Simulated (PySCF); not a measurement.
Ga(Me)(NH2)2 (CH₇GaN₂), SMILES [CH3][Ga]([NH2])[NH2]. Geometry optimised at TPSSh-D3(BJ)/def2-SVP. The structure was generated by enumeration; whether it is a known compound was not checked. One conformer was computed; it need not be the lowest.

Computed equilibrium geometry at TPSSh-D3(BJ)/def2-SVP (PySCF confirms it by a frequency run) as bond lengths and angles (one conformer of several):
Atoms: Ga1 C2 H3 H4 H5 N6 H7 H8 N9 H10 H11. Bonded distances (Å): Ga1–C2 1.967, Ga1–N6 1.827, Ga1–N9 1.826, C2–H3 1.102, C2–H4 1.101, C2–H5 1.101, N6–H7 1.015, N6–H8 1.016, N9–H10 1.016, N9–H11 1.015. Bond angles (°): C2–Ga1–N6 122.2, C2–Ga1–N9 122.3, N6–Ga1–N9 115.6, Ga1–C2–H3 110.2, Ga1–C2–H4 111.0, Ga1–C2–H5 111.2, H3–C2–H4 107.9, H3–C2–H5 107.9, H4–C2–H5 108.5, Ga1–N6–H7 123.1, Ga1–N6–H8 124.1, H7–N6–H8 111.0, Ga1–N9–H10 124.2, Ga1–N9–H11 123.2, H10–N9–H11 111.0.
Charge 0, spin multiplicity 1.
